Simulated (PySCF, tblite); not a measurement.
Compound: C4H9FS2Si.
Atom-mapped SMILES: `[F:1][C@@H:2]1[CH2:3][CH2:4][S:5][CH2:6][S:7][SiH2:8]1` (hydrogens: H9 on C2; H10, H11 on C3; H12, H13 on C4; H14, H15 on C6; H16, H17 on Si8)

Structure used (GFN2-xTB), in Å, numbered top down from 1:
```xyz
17
C4H9FS2Si angstrom
F     -1.0520   -0.4769    1.6908
C     -1.1793    0.5177    0.7274
C     -1.4932   -0.1370   -0.6123
C     -0.4506   -1.1542   -1.0496
S      1.1705   -0.4247   -1.4741
C      2.1248   -0.7114    0.0364
S      2.2004    0.6941    1.2069
Si     0.3535    1.6912    0.7884
H     -2.0541    1.1021    1.0370
H     -1.5897    0.6472   -1.3644
H     -2.4516   -0.6602   -0.5366
H     -0.2854   -1.9011   -0.2738
H     -0.7809   -1.6552   -1.9595
H      3.1501   -0.9151   -0.2650
H      1.7107   -1.5711    0.5585
H      0.4076    2.4182   -0.4743
H      0.2121    2.5483    1.9541
```

Theory: PBE0/pcSseg-1 in PySCF (dipole) on a GFN2-xTB geometry, gas phase.

Masses are those of the commonest isotopes; rigid-rotor values at the optimised geometry. The values belong to one conformer with, in the numbering `[F:1][C@@H:2]1[CH2:3][CH2:4][S:5][CH2:6][S:7][SiH2:8]1`, F1–C2–C3–C4 -57°, C2–C3–C4–S5 -68°, C3–C4–S5–C6 99°, C4–S5–C6–S7 -97°.

Q: What are A, B and C (MHz)?

A: Ia = 361.05, Ib = 399.11, Ic = 589.71 u·Å²; 505379 MHz·u·Å²/I gives A = 1400, B = 1266, C = 857.0 MHz.

Q: Classify the top.

A: An asymmetric top: κ = (2 × 1266 − 1400 − 857.0)/(1400 − 857.0) = 0.51.

Q: Is it planar, by Δ = Ic − Ia − Ib?

A: Not planar: Δ = Ic − Ia − Ib = -170.45 u·Å². For a rigid frame Δ = −2 Σ m c², so Σ m c² = 85.22 u·Å² lies off the ab plane: 14.19 from hydrogen and 71.04 from heavier atoms. The atom farthest from that plane is 2.23 Å away.

Q: Give the other two planar moments, Paa and Pbb, and the rms extents of the mass along the axes.

A: Paa = Σ m a² = (Ib + Ic − Ia)/2 = 313.89 and Pbb = Σ m b² = (Ia + Ic − Ib)/2 = 275.82 u·Å². With the mass M = 167.99 u, the rms extents √(P/M) along a, b and c are 1.37, 1.28, 0.71 Å.

Q: Predict some low-J microwave lines.

A: The dipole components are |μa| = 2.48 D, |μb| = 0.82 D, |μc| = 0.54 D. Intensities carry the squares of the components, which stand as 1.00 : 0.11 : 0.05 (a : b : c). Some lines, for components of 0.1 D or more:

```json
{"type": "a", "branch": "Q", "J(Ka,Kc)": "2(2,0) ← 2(2,1)", "MHz": "303", "lower level (cm⁻¹)": "0.258"}
{"type": "c", "branch": "Q", "J(Ka,Kc)": "2(2,1) ← 2(1,1)", "MHz": "400", "lower level (cm⁻¹)": "0.244"}
{"type": "a", "branch": "Q", "J(Ka,Kc)": "1(1,0) ← 1(1,1)", "MHz": "409", "lower level (cm⁻¹)": "0.075"}
{"type": "b", "branch": "Q", "J(Ka,Kc)": "1(1,0) ← 1(0,1)", "MHz": "543", "lower level (cm⁻¹)": "0.071"}
{"type": "b", "branch": "Q", "J(Ka,Kc)": "2(2,0) ← 2(1,1)", "MHz": "704", "lower level (cm⁻¹)": "0.244"}
{"type": "a", "branch": "Q", "J(Ka,Kc)": "2(1,1) ← 2(1,2)", "MHz": "1228", "lower level (cm⁻¹)": "0.203"}
{"type": "b", "branch": "Q", "J(Ka,Kc)": "2(1,1) ← 2(0,2)", "MHz": "1255", "lower level (cm⁻¹)": "0.202"}
{"type": "b", "branch": "Q", "J(Ka,Kc)": "2(2,1) ← 2(1,2)", "MHz": "1628", "lower level (cm⁻¹)": "0.203"}
{"type": "a", "branch": "R", "J(Ka,Kc)": "1(0,1) ← 0(0,0)", "MHz": "2123", "lower level (cm⁻¹)": "0.000"}
{"type": "b", "branch": "R", "J(Ka,Kc)": "1(1,1) ← 0(0,0)", "MHz": "2257", "lower level (cm⁻¹)": "0.000"}
{"type": "c", "branch": "R", "J(Ka,Kc)": "1(1,0) ← 0(0,0)", "MHz": "2666", "lower level (cm⁻¹)": "0.000"}
{"type": "b", "branch": "R", "J(Ka,Kc)": "2(0,2) ← 1(1,1)", "MHz": "3810", "lower level (cm⁻¹)": "0.075"}
{"type": "a", "branch": "R", "J(Ka,Kc)": "2(1,2) ← 1(1,1)", "MHz": "3837", "lower level (cm⁻¹)": "0.075"}
{"type": "a", "branch": "R", "J(Ka,Kc)": "2(0,2) ← 1(0,1)", "MHz": "3943", "lower level (cm⁻¹)": "0.071"}
{"type": "b", "branch": "R", "J(Ka,Kc)": "2(1,2) ← 1(0,1)", "MHz": "3971", "lower level (cm⁻¹)": "0.071"}
{"type": "a", "branch": "R", "J(Ka,Kc)": "2(1,1) ← 1(1,0)", "MHz": "4656", "lower level (cm⁻¹)": "0.089"}
{"type": "b", "branch": "R", "J(Ka,Kc)": "2(2,1) ← 1(1,0)", "MHz": "5056", "lower level (cm⁻¹)": "0.089"}
{"type": "c", "branch": "R", "J(Ka,Kc)": "2(1,1) ← 1(0,1)", "MHz": "5199", "lower level (cm⁻¹)": "0.071"}
{"type": "c", "branch": "R", "J(Ka,Kc)": "2(2,0) ← 1(1,0)", "MHz": "5360", "lower level (cm⁻¹)": "0.089"}
{"type": "c", "branch": "R", "J(Ka,Kc)": "2(2,1) ← 1(1,1)", "MHz": "5466", "lower level (cm⁻¹)": "0.075"}
{"type": "b", "branch": "R", "J(Ka,Kc)": "2(2,0) ← 1(1,1)", "MHz": "5769", "lower level (cm⁻¹)": "0.075"}
```

Its lowest GFN2-xTB frequency is 14 cm⁻¹, too small to tell a flat minimum from a shallow saddle. Zero-point vibration and centrifugal distortion are left out.
